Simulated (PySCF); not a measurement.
**S⁺ (sulfur, charge +1): UHF calculation**

Configuration: [Ne] 3s1 3p3 4s1, high-spin 6S determinant (an excited configuration). Computed with PySCF 2.14 in dyall-av3z, with scalar relativity by spin-free X2C-1e.

* Total energy: -397.575917 hartree
* One-electron energy: -539.9343 hartree
* Hartree (Coulomb) energy: 167.1829 hartree
* Exchange energy: -24.8245 hartree
* ⟨S²⟩: 8.7501
* ⟨L²⟩: 0.000
* Sum of ⟨r⟩: 15.04 bohr
* Sum of ⟨r²⟩: 37.39 bohr²
* Langevin diamagnetic susceptibility: -29.6 ×10⁻⁶ cm³/mol

```csv
shell,electrons,mean orbital energy (hartree),"rms radius, mean of both spins (bohr)"
1s α,1,-93.05110,0.112
1s β,1,-92.98604,0.112
2s α,1,-9.79700,0.516
2s β,1,-9.71092,0.516
2p α,3,-7.43617,0.490
2p β,3,-7.34728,0.490
3s α,1,-1.68645,1.67
3p α,3,-1.09491,1.90
4s α,1,-0.35102,4.67
```

The outer electron is Rydberg-like, and this basis confines it to a smaller radius and binds it less than a complete one would.

Densities and radii are taken from the X2C orbitals without a picture-change correction, which distorts them close to the nucleus.

Spin-orbit constants ζ (cm⁻¹) from the X2C one-electron operator on these orbitals: bare nucleus, nucleus screened by l(l+1)(2l+1)/3 electrons, and screened by the Breit-Pauli mean field of the electrons.

```csv
shell,bare,screened nucleus,mean field
2p,7528,6587,6164
3p,629.5,550.8,509.9
```
